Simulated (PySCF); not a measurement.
# One molecule, several mistakes: BH4NOSi

These are calculations, not measurements. They come from PySCF 2.14.0, an open-source quantum chemistry program, on an isolated molecule that a program drew, which may never have been made. The molecule is BH4NOSi (charge 0, singlet), drawn as the SMILES string `NB[Si]O`.

Each row is a Hartree-Fock (HF) and frozen-core CCSD(T) single point in the cc-pV(D+d)Z basis, meant for a local HF minimum. Run 1 is clean. Each other run has one planted mistake out of seven kinds, and not every kind appears here: one electron removed, one electron added, multiplicity raised by two, geometry at a saddle point, minimal basis STO-3G, one bond length entered in bohr, all coordinates scaled. The reference is restricted for singlets and unrestricted otherwise, and also for a bond in bohr. Adding or removing an electron swaps singlet and doublet. Electrons count all cores. HOMO and LUMO are orbital energies over both spins, the gradient is its largest component, and the lowest frequency (negative if imaginary) is given only where the gradient is small. Bond lengths are over the 7 bonds as drawn. T1 is the CCSD diagnostic: over 0.02 (restricted) or 0.045 (unrestricted) a single reference is doubtful.

Geometry of the clean run:
```xyz
8
BH4NOSi, angstrom
N    -0.9562    0.6720    1.6661
B     0.0393    0.0829    0.8904
Si    2.0469    0.5863    1.0406
O     2.1842    1.2572   -0.4825
H    -0.7909    1.3904    2.3405
H    -1.9232    0.4314    1.5838
H    -0.3121   -0.7830    0.1240
H     3.0462    1.5763   -0.7077
```

```
run,electrons,basis functions,<S^2>,HOMO (eV),LUMO (eV),gradient (hartree/bohr),lowest frequency (cm^-1),mean bond (Å),longest bond (Å),T1,HF (hartree),CCSD(T) (hartree),mistake
1,38,85,0.000,-7.73,1.58,1.2e-05,48,1.3274,2.075,0.0180,-445.29013,-445.86910,no fault
2,38,28,0.000,-4.82,6.99,6.1e-02,-,1.3274,2.075,0.0243,-439.87204,-440.07687,minimal basis STO-3G
3,38,85,0.000,-8.12,1.03,7.1e-02,-,1.4575,2.279,0.0232,-445.23015,-445.82855,all coordinates scaled
4,39,85,0.769,0.22,8.45,5.2e-02,-,1.3274,2.075,0.0205,-445.25614,-445.83874,one electron added
5,38,85,2.014,-6.76,1.11,2.1e-02,-,1.3274,2.075,0.0218,-445.25869,-445.81623,?
6,37,85,0.780,-16.24,-5.81,5.9e-02,-,1.3274,2.075,0.0238,-445.04214,-445.59929,?
```

**Which mistake was planted in run 5, and what did it cost?**

Electrons, basis and geometry are unchanged, and <S^2> is 2.014, beside S(S+1) = 2.00 for a multiplicity of 3. So the mistake is: multiplicity raised by two. Subtracting run 1 and multiplying by 627.51 kcal/mol a hartree, the energy moved by 19.7 kcal/mol in HF and 33.2 kcal/mol in CCSD(T).

**Which mistake was planted in run 6, and what did it cost?**

It counts 37 electrons, one fewer than the clean run, at the same geometry and basis. So the mistake is: one electron removed. Subtracting run 1 and multiplying by 627.51 kcal/mol a hartree, the energy moved by 155.6 kcal/mol in HF and 169.3 kcal/mol in CCSD(T).

Cautions from the logs. Run 2: T1 is over the limit, so its CCSD(T) energy is less reliable; run 3: T1 is over the limit, so its CCSD(T) energy is less reliable; run 4: the HOMO is above zero, so the electron isn't bound and the energy depends on the basis.
